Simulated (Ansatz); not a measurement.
A nudged elastic band was laid between two geometries of FH + GaH6NO (11 atoms, charge 0, multiplicity 1).

Theory: Ansatz, RKS PBE/def2-SVP.

```json
{
  "movable images": "9",
  "climbing image": "yes",
  "spring": "5.0 eV/Å²",
  "optimiser": "quadratic models (default)",
  "start path": "through a guess of the saddle point",
  "force threshold": "0.05 eV/Å",
  "iteration limit": "60",
  "end points": "relaxed"
}
```

First end point:

```xyz
11
Properties=species:S:1:pos:R:3
Ga -0.569 0.666 -0.920
O 1.325 0.731 -0.649
H -0.910 -0.152 -2.231
H -1.220 2.005 -0.407
H 0.021 -0.702 1.171
N -0.913 -0.673 0.668
H 1.622 0.133 0.569
F 1.603 -0.360 1.477
H 1.828 0.336 -1.384
H -1.632 -0.356 1.332
H -1.157 -1.627 0.373
```

Last end point:

```xyz
11
Properties=species:S:1:pos:R:3
Ga -0.572 0.630 -0.938
O 1.294 0.832 -0.548
H -0.780 -0.301 -2.202
H -1.349 1.954 -0.579
H 0.036 -0.775 1.136
N -0.925 -0.625 0.708
H 1.633 0.027 0.532
F 1.654 -0.627 1.332
H 1.864 0.636 -1.313
H -1.539 -0.210 1.421
H -1.316 -1.541 0.451
```

Q: What changes between the two ends?

A: No bond is made or broken.

Q: What energy profile does the band end with?

A: The run converged. The highest image is number 5 of 0 to 10, 0.004 eV above the first end and 0.001 eV above the last; the last end lies 0.003 eV above the first. The top lies less than 8 meV above the higher end, about what the thresholds resolve: the motion is nearly free. A vibrational analysis at the climbing image gives no mode beyond 40i cm⁻¹: the surface is too flat there to confirm a saddle point.

```tsv
image	path coordinate (Å)	energy (eV)
0	0.00	0.000
1	0.13	0.000
2	0.26	0.001
3	0.39	0.002
4	0.53	0.002
5	0.66	0.004
6	0.70	0.003
7	0.74	0.003
8	0.78	0.002
9	0.83	0.002
10	0.87	0.003
```

Q: What is the geometry of the highest image?

A: 
```xyz
11
Properties=species:S:1:pos:R:3
Ga -0.571 0.639 -0.934
O 1.296 0.845 -0.540
H -0.768 -0.289 -2.201
H -1.351 1.962 -0.575
H 0.032 -0.777 1.135
N -0.929 -0.620 0.711
H 1.634 0.022 0.521
F 1.659 -0.658 1.305
H 1.856 0.617 -1.304
H -1.539 -0.206 1.427
H -1.318 -1.536 0.453
```

The band took 13 iterations and roughly 6 core-minutes.

Run time: 3.1 min on 2 threads of AMD EPYC 7B13 (Zen 3), with other jobs on the host, peak memory 0.17 GiB.
